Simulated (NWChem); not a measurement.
System: C$_{3}$H$_{3}$NS$_{2}$; SMILES c1ncsc1S

```xyz
9

S     -0.0564     2.1576     0.0594
C     -0.1802     0.4100    -0.0211
C     -1.3294    -0.3442    -0.0069
N     -1.1607    -1.6932     0.0139
C      0.1016    -1.9985     0.0178
S      1.1869    -0.6565     0.0143
H      0.3345     2.3658    -1.2200
H     -2.3321     0.0878    -0.0126
H      0.4822    -3.0234     0.0165
```
Atoms are numbered in this order, from 1.

Results from NWChem. Pople sets run with spherical d functions. The geometry was optimised at PBE0/def2-SVP.

**Question.** Order these by “orbital gap (eV)”, lowest first: B3LYP/3-21G; B3LYP/6-31G*; B3LYP/6-31+G*; B3LYP/STO-3G.

**Answer.** B3LYP/6-31+G* (5.51), B3LYP/6-31G* (5.62), B3LYP/3-21G (5.74), B3LYP/STO-3G (5.84)
